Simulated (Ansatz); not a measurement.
A nudged elastic band was laid between two geometries of ClF3H3NSi (9 atoms, charge 0, multiplicity 1).

All numbers below come from Ansatz 0.2.0, RKS B3LYP/def2-SVP.

| Item | Value |
| --- | --- |
| movable images | 7 |
| climbing image | yes |
| spring | 5.0 eV/Å² |
| optimiser | quadratic models (default) |
| start path | through a guess of the saddle point |
| force threshold | 0.05 eV/Å |
| iteration limit | 60 |
| end points | relaxed |

First end point:

```xyz
9
Properties=species:S:1:pos:R:3
Si -0.074 -0.001 0.170
Cl 0.544 0.226 2.151
F 1.404 -0.002 -0.505
F -0.652 1.299 -0.623
F -0.528 -1.478 -0.344
N -2.029 -0.009 0.953
H -2.705 -0.128 0.193
H -2.245 0.867 1.433
H -2.164 -0.774 1.618
```

Last end point:

```xyz
9
Properties=species:S:1:pos:R:3
Si -0.549 -0.031 -0.550
Cl -0.362 0.562 3.633
F 0.714 -0.955 -0.226
F -0.118 1.506 -0.635
F -1.065 -0.455 -2.009
N -1.703 -0.203 0.701
H -2.025 -1.140 0.938
H -2.479 0.456 0.731
H -0.863 0.261 2.461
```

(1) What changes between the two ends?

(2) What energy profile does the band end with?

(3) What is the geometry of the highest image?

(4) What are the harmonic wavenumbers there?

## Answers

(1) Bonds broken: Si1–Cl2, N6–H9. Bonds formed: Cl2–H9. ClF3H3NSi becomes ClH + F3H2NSi.

(2) The run converged. The highest image is number 5 of 0 to 8, 1.18 eV above the first end and 0.68 eV above the last; the last end lies 0.50 eV above the first. A vibrational analysis at the climbing image gives one clearly imaginary mode, 563i cm⁻¹: a first-order saddle point. The orbitals stay closed-shell, which can raise the energy where a bond breaks towards radicals; this wasn't checked here.

| image | path coordinate (Å) | energy (eV) | Si1–Cl2 (Å) | N6–H9 (Å) | Cl2–H9 (Å) |
| --- | --- | --- | --- | --- | --- |
| 0 | 0.00 | 0.00 | 2.09 | 1.02 | 2.94 |
| 1 | 1.05 | 0.04 | 2.09 | 1.02 | 2.67 |
| 2 | 2.11 | 0.05 | 2.08 | 1.02 | 2.73 |
| 3 | 3.16 | 0.26 | 2.13 | 1.02 | 2.56 |
| 4 | 4.22 | 0.50 | 2.18 | 1.02 | 2.44 |
| 5 | 5.27 | 1.18 | 2.81 | 1.21 | 1.64 |
| 6 | 5.89 | 0.67 | 3.27 | 1.72 | 1.34 |
| 7 | 6.51 | 0.51 | 3.85 | 1.99 | 1.31 |
| 8 | 7.12 | 0.50 | 4.23 | 2.00 | 1.31 |

(3) 
```xyz
9
Properties=species:S:1:pos:R:3
Si -0.402 0.051 -0.142
Cl 0.179 0.658 2.536
F 0.753 -1.026 0.060
F -0.050 1.588 -0.361
F -1.034 -0.373 -1.568
N -1.842 -0.217 0.932
H -2.168 -1.189 0.945
H -2.637 0.390 0.706
H -1.249 0.118 1.936
```

(4) 563i, 98, 141, 170, 212, 231, 343, 361, 406, 539, 737, 849, 850, 915, 991, 1073, 1368, 1489, 1617, 3459, 3545 cm⁻¹.

The run took 9.8 min on 2 threads of Arm Neoverse V1 (shared host), peak memory 0.25 GiB.
